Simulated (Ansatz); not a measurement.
Job for Ansatz (a program for electronic structure): U-CCSD(T)/def2-TZVPP on SbMo, 2S+1 = 4, a spin state set in the input, which need not be the lowest, a point of a bond scan (R = 2.555 Å). Elements past Kr take the def2 small-core potentials; no spin–orbit coupling.

Ansatz 0.2 input:
```yaml
crystal:
  periodic: [false, false, false]
  atoms:
    - {symbol: Mo, position_ang: [0.00000000, 0.00000000, 0.00000000]}
    - {symbol: Sb, position_ang: [0.00000000, 0.00000000, 2.55501200]}
basis:
  gaussian:
    orbitals: def2-TZVPP
magnetization: {spin_polarized: true, initial_magnetization: 3}
correlation: {method: ccsd_t, electrons: valence}
output: {orbitals: {seedname: ./end}}
```

Task: Give the final energy of this run.

Result: -307.5616 hartree (reference determinant -306.8435, T1 diagnostic 0.036). Its determinant has ⟨S²⟩ = 5.72, a mixture of spin states.

Task: How many basis functions does it have, and what does it roughly cost on one machine?

Result: 106 functions; around 4 core-minutes (rough).
